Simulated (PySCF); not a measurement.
C₃H₄FNSi, SMILES C(/C#N)=C/[SiH2]F.

Geometry optimised at ωB97X-D3(BJ)/def2-SVP. The structure was generated by enumeration; whether it is a known compound was not checked. One conformer was computed; it need not be the lowest.

These are PBE/def2-TZVP (PySCF) values and carry that method's errors.

The molecule is in vacuum.

The total energy is -560.49036 hartree, the highest occupied level is -7.50 eV and the lowest empty level comes out as -3.19 eV. The orbital gap comes out as 4.31 eV and the dipole moment is 2.85 D. The quadrupole, principal values (traceless, Buckingham form, about the centre of nuclear charge) is -15.93, 3.66, 12.27 D·Å. The mean static polarisability is 64.4 bohr³ (9.54 Å³) and the polarisability, principal values is 45.7, 64.8, 82.6 bohr³.
